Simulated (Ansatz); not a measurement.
Ansatz (a first-principles code) was given this input:
Ansatz 0.2 input:
```yaml
crystal:
  periodic: [false, false, false]
  atoms:
    - {symbol: Si, position_ang: [-0.00666824, -0.00277970, 0.12275926]}
    - {symbol: H, position_ang: [0.04778718, 1.13172388, -0.83406892]}
    - {symbol: H, position_ang: [0.04556812, -1.09280805, -0.88456070]}
basis:
  gaussian:
    orbitals: STO-3G
hamiltonian:
  xc: blyp
```

Question: Predict the total energy from BLYP/STO-3G in Ansatz.

Answer: -287.1815 Eh

Question: Give the number of basis functions at the level BLYP/STO-3G.

Answer: 11
